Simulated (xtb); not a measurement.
CH5CdN, SMILES [CH3][Cd][NH2]. All values are semi-empirical tight-binding results from xtb (GFN2-xTB unless named), good for trends rather than for accurate numbers. Coordinates come from a GFN2-xTB optimisation. One conformer was computed; it need not be the lowest.

Optimised geometry:

```xyz
8

Cd    -0.1994    -0.0733    -0.0027
C      0.0836     1.8201    -1.0448
H     -0.6392     2.5804    -0.7600
H      0.0454     1.6863    -2.1244
H      1.0839     2.1531    -0.7623
N      0.9864    -1.4145     1.0561
H      1.0083    -2.3469     0.6407
H      0.6642    -1.5721     2.0118
```
Charge 0, spin multiplicity 1.

A frequency run showed that this geometry is not a minimum.

For metal compounds this method's bond lengths and energies can be far off.

Computed properties:
The orbital gap is 3.15 eV.

Computed atomic charges and the Wiberg bond orders between heavy atoms:
charges (e) Cd1 0.33, C2 -0.22, H3 0.04, H4 0.04, H5 0.05, N6 -0.50, H7 0.13, H8 0.13. Bond orders Cd1–C2 0.76, Cd1–N6 0.77, C2–N6 0.32.
